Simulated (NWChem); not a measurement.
System: C₂H₆BO₂, doublet; SMILES CO[B]OC

```xyz
11

C      0.6148    -1.9540     0.0000
O     -0.6482    -1.3162     0.0000
B     -0.7941     0.0139     0.0000
O      0.2427     0.8754     0.0000
C      0.0874     2.2722     0.0000
H      1.4371    -1.2231     0.0000
H      0.6962    -2.5931     0.8923
H      0.6962    -2.5931    -0.8923
H      0.5734     2.6963     0.8924
H      0.5734     2.6963    -0.8924
H     -0.9748     2.5646     0.0000
```
Atoms are numbered in this order, from 1.

Program: NWChem. Spin-unrestricted. Medium grid unless said otherwise, to which SCAN and Minnesota functionals are sensitive. Coordinates come from a PBE0/def2-SVP, spin-unrestricted optimisation. Not confirmed as a minimum by frequencies. No stability test was run on the SCF state. B3LYP is NWChem's, with the RPA form of VWN correlation.

Among these, which level gives the highest value of “lowest empty minus highest occupied level, either spin (eV)”?
(A) RPBE/def2-SVP
(B) B3LYP/def2-SVP
(C) PW6B95/def2-SVP
(D) r2SCAN0/def2-SVP

D, r2SCAN0/def2-SVP. Values: RPBE/def2-SVP 2.45; B3LYP/def2-SVP 3.92; PW6B95/def2-SVP 4.36; r2SCAN0/def2-SVP 5.36
